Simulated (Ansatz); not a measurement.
Relaxation of C₂H₁₀BNSSi (16 atoms, charge 0, multiplicity 1), to a largest force component of 0.015 eV/Å in at most 40 steps.

Theory: Ansatz 0.2.0, RKS PBE/STO-3G.

```xyz
16
Properties=species:S:1:pos:R:3
B -0.215 -0.896 -1.914
C 0.071 -0.089 -0.557
C 1.048 -0.945 0.221
S 0.900 1.540 -1.003
N -1.188 0.092 0.170
Si -1.030 0.914 1.802
H -1.345 -1.174 -2.174
H 0.636 -1.087 -2.702
H 1.505 -0.425 1.081
H 1.941 -1.279 -0.425
H 0.599 -1.898 0.574
H 1.975 0.975 -1.609
H -1.874 0.743 -0.388
H -0.380 0.006 2.763
H -0.280 2.141 1.692
H -2.364 1.230 2.346
```

Where does it end, and by what steps?

It converged. The force dipped under the threshold on the way, but the program's further checks kept it going. Limits of this set-up: minimal basis. After 18 steps the energy has fallen by 2.184 eV; S4 moved furthest, 0.95 Å. Joined: B1–S4.

```
step  energy less start (eV)  largest force component (eV/Å)  accepted
   0                  0.0000                           2.692       yes
   1                 -0.4789                           1.071       yes
   2                 -0.8734                           1.219       yes
   3                 -1.3248                           1.267       yes
   4                 -1.7630                           1.484       yes
   5                 -1.9730                           1.384       yes
   6                 -2.0976                           0.936       yes
   7                 -2.1458                           0.440       yes
   8                 -2.1486                           0.365       yes
   9                 -2.1718                           0.143       yes
  10                 -2.1772                           0.119       yes
  11                 -2.1811                           0.088       yes
  12                 -2.1825                           0.038       yes
  13                 -2.1832                           0.024       yes
  14                 -2.1832                           0.044        no
  15                 -2.1835                           0.009       yes
  16                 -2.1840                           0.027       yes
  17                 -2.1841                           0.020       yes
  18                 -2.1841                           0.007       yes
```

```xyz
16
Properties=species:S:1:pos:R:3
B -0.176 -0.514 -2.048
C -0.038 -0.314 -0.485
C 1.164 -0.825 0.351
S 0.773 1.178 -1.873
N -1.105 0.155 0.293
Si -1.063 0.823 1.948
H -1.260 -0.330 -2.469
H 0.473 -1.351 -2.554
H 1.526 -0.081 1.090
H 2.003 -1.106 -0.309
H 0.850 -1.731 0.907
H 2.035 0.642 -1.852
H -1.975 0.304 -0.273
H -0.717 -0.225 2.899
H -0.086 1.901 2.042
H -2.404 1.323 2.206
```

Run time: 82 s on 1 thread of Arm Neoverse V2 (shared host), peak memory 0.18 GiB.
